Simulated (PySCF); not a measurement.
These are PBE0-D3(BJ)/def2-TZVP in PySCF 2.14.0 values and carry that method's errors. All species are isolated molecules in the gas phase. 

Reference species (SMILES): `C#CC=C=C` (neutral, multiplicity 1).

* **dipole moment**: 0.77 D
* **HOMO–LUMO gap**: 6.29 eV

Changed species: `C#CC1C=C1`.

Question: Predict the effect on the dipole moment and HOMO–LUMO gap.

Answer: the dipole moment increases by 0.46 D, to 1.23 D; the HOMO–LUMO gap increases by 0.64 eV, to 6.93 eV.
